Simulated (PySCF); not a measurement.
# What a mistake does to a calculation on AlBH5OSi cation

Calculated results; nothing here was measured. The program is PySCF 2.14.0, an open-source quantum chemistry code, run on an isolated molecule that a program drew, which may never have been made. The molecule is AlBH5OSi cation (charge +1, singlet), drawn as the SMILES string `[BH2][AlH][O][SiH2+]`.

Each row is a Hartree-Fock (HF) and frozen-core CCSD(T) single point in the cc-pV(D+d)Z basis, meant for a local HF minimum. Run 1 is clean. Each other run has one planted mistake out of seven kinds, and not every kind appears here: one electron removed, one electron added, multiplicity raised by two, geometry at a saddle point, minimal basis STO-3G, one bond length entered in bohr, all coordinates scaled. The reference is restricted for singlets and unrestricted otherwise, and also for a bond in bohr. Adding or removing an electron swaps singlet and doublet. Electrons count all cores. HOMO and LUMO are orbital energies over both spins, the gradient is its largest component, and the lowest frequency (negative if imaginary) is given only where the gradient is small. Bond lengths are over the 8 bonds as drawn. T1 is the CCSD diagnostic: over 0.02 (restricted) or 0.045 (unrestricted) a single reference is doubtful.

Geometry of the clean run:
```xyz
9
AlBH5OSi cation, angstrom
B    -0.5098   -1.6096    0.2396
Al    1.5511   -1.0943    0.5058
O     1.9471    0.6475    0.2055
Si    2.4248    2.0955   -0.0214
H    -1.2823   -1.5616    1.1527
H    -0.9298   -1.9499   -0.8285
H     2.8703   -1.8319    0.9046
H     2.8633    2.5128   -1.3473
H     2.4216    3.0401    1.0886
```

| run | electrons | basis functions | <S^2> | HOMO (eV) | LUMO (eV) | gradient (hartree/bohr) | lowest frequency (cm^-1) | mean bond (Å) | longest bond (Å) | T1 | HF (hartree) | CCSD(T) (hartree) | mistake |
|---|---|---|---|---|---|---|---|---|---|---|---|---|---|
| 1 | 44 | 99 | 0.000 | -14.33 | -4.45 | 3.6e-05 | 82 | 1.5458 | 2.141 | 0.0164 | -633.10279 | -633.56154 | no fault |
| 2 | 44 | 33 | 0.000 | -12.62 | -0.27 | 3.5e-02 | - | 1.5458 | 2.141 | 0.0268 | -625.59076 | -625.79674 | minimal basis STO-3G |
| 3 | 44 | 99 | 0.000 | -15.50 | -4.78 | 4.2e-02 | - | 1.7472 | 3.423 | 0.0206 | -633.00457 | -633.47335 | one bond length entered in bohr |
| 4 | 44 | 99 | 0.000 | -14.28 | -4.50 | 4.6e-05 | -113 | 1.5482 | 2.157 | 0.0151 | -633.09957 | -633.55741 | ? |

**Which mistake was planted in run 4, and what did it cost?**

The gradient is small, so the point is stationary, but the lowest frequency is imaginary (-113 cm^-1). So the mistake is: geometry at a saddle point. Subtracting run 1 and multiplying by 627.51 kcal/mol a hartree, the energy moved by 2.0 kcal/mol in HF and 2.6 kcal/mol in CCSD(T).

Cautions from the logs. Run 2: T1 is over the limit, so its CCSD(T) energy is less reliable.
